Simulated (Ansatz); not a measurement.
Consider the ligand exchange at a Ge–O bond: `[F][GeH2][O][GeH3]` + `[NH2][GeH2][F]` → `[F][GeH2][NH][GeH3]` + `[OH][GeH2][F]`.

Calculated with Ansatz (gas phase, PBE0-D4/def2-TZVP geometries, no zero-point term in ΔE). CBS: MP2 limit from def2 TZ/QZ plus the TZ coupled-cluster correction, frozen cores. DFT in def2-TZVPP. B3LYP here is the variant with VWN-RPA as its local correlation; programs differ in this. For Ge outer-core shells are correlated without core-valence functions, which leaves a few kJ/mol of doubt a bond. Scalar relativity is left out up to krypton. Each species was taken in one conformer, which may not be the lowest.

```tsv
level	ΔE (kcal/mol)
B2PLYP	6.8
PBE	5.8
B3LYP	7.1
MP2/def2-TZVPP	5.7
```

What does CCSD(T)/CBS give? (Estimate.)

The calculation gave: +5.7 kcal/mol. The listed levels differ from it by 1.1, 0.1, 1.4, 0.0 kcal/mol.

Largest T1 diagnostic among the species: 0.012.

In def2-TZVPP, CCSD(T) changes the Hartree–Fock value by −2.4 kcal/mol (the triples alone add −0.2 kcal/mol) and MP2 by −2.6 kcal/mol.
